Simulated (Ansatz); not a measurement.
Reaction (cleavage of the Sb–Ga bond): `[GaH2][SbH][SeH]` + H–F → `[F][SbH][SeH]` + `[GaH3]`

Isolated molecules relaxed with PBE0-D4/def2-TZVP in Ansatz; ΔE leaves out vibrations. CCSD(T)/CBS adds triple-zeta CCSD(T) − MP2 to the extrapolated MP2 energy (def2 sets, frozen cores). This one scheme is used for every species. Functionals use def2-TZVPP. B3LYP here is the variant with VWN-RPA as its local correlation; programs differ in this. def2 core potentials past Kr. For Ga, Sb, Se outer-core shells are correlated without core-valence functions, which leaves a few kJ/mol of doubt a bond. Scalar relativity is left out up to krypton. Each species was taken in one conformer, which may not be the lowest.

```csv
level,ΔE (kcal/mol),difference from CCSD(T)/CBS
r2SCAN-D4,5.1,-3.8
B3LYP-D4,5.5,-3.4
r2SCANh-D4,6.5,-2.4
r2SCAN0-D4,8.3,-0.6
BHLYP-D4,7.5,-1.4
ωB97M-V,5.5,-3.4
PBE,5.6,-3.3
BLYP,0.9,-8.0
B3LYP,3.3,-5.6
HF/def2-SVP,7.4,-1.5
CCSD/def2-SVP,9.2,0.3
CCSD(T)/def2-SVP,9.3,0.4
SCS-MP2/def2-QZVPP,7.4,-1.5
HF/CBS(def2),2.3,-6.6
MP2/CBS(def2),11.1,2.2
CCSD/CBS(def2),8.6,-0.3
CCSD(T)/CBS,8.9,0
```

Largest T1 diagnostic among the species: 0.013.

Leaving LDA and LC-ωPBE aside and taking each functional with its dispersion term where it has one, the values, not all of them listed here, spread over 11.9 kcal/mol, from B97M-V to PBE-QIDH. LDA lies +2.5 kcal/mol from PBE without D4. The D4 term adds +2.2 kcal/mol with B3LYP and +1.2 kcal/mol with PBE0; it sums over pairs of atoms, weighted by their polarisabilities, and B3LYP, whose exchange is more repulsive, gets the larger term.
